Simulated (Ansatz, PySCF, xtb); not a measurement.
Noncovalent pair: HF (SMILES F) (first 2 atoms) with CH6Si (SMILES C[SiH3]); geometry from B3LYP-D3(BJ)/def2-TZVP, rigid monomers moved along the line of their centres of mass till H2···H8 is 1.91 Å.
(charge 0, multiplicity 1):
```xyz
10

F      0.4622     0.6342    -0.3607
H      0.7698     0.1600     0.3807
C     -1.2505     0.4597     2.8955
Si     0.2473    -0.5981     3.2588
H     -0.9539     1.4689     2.6062
H     -1.8909     0.5303     3.7765
H     -1.8374     0.0369     2.0789
H      1.1211    -0.6911     2.0486
H     -0.1273    -1.9858     3.6131
H      1.0832    -0.0233     4.3368
```

Counterpoise-corrected where a basis set is named; no monomer relaxation. Rows marked so take none.

Rows in 6-31G* carry no dispersion term and start afresh at each structure (6-31G* with six Cartesian d functions).

The values were computed with Ansatz (Gaussian basis) for Hartree–Fock, density functionals and correlated methods; PySCF for 6-31G* rows, the dispersion terms; xtb for the GFN methods. Each number belongs to the level named beside it.

### Question
One of these levels gives -6.7 kJ/mol for the interaction energy. Name it.
A. B3LYP/6-31G*
B. PBE-D4/def2-TZVPPD
C. BP86/6-31G* (no counterpoise)
D. GFN-FF

### Answer
A, B3LYP/6-31G*. The others give -1.5 (GFN-FF), -12.9 (PBE-D4/def2-TZVPPD), -9.2 (BP86/6-31G* (no counterpoise))

Ansatz is an electronic-structure program.
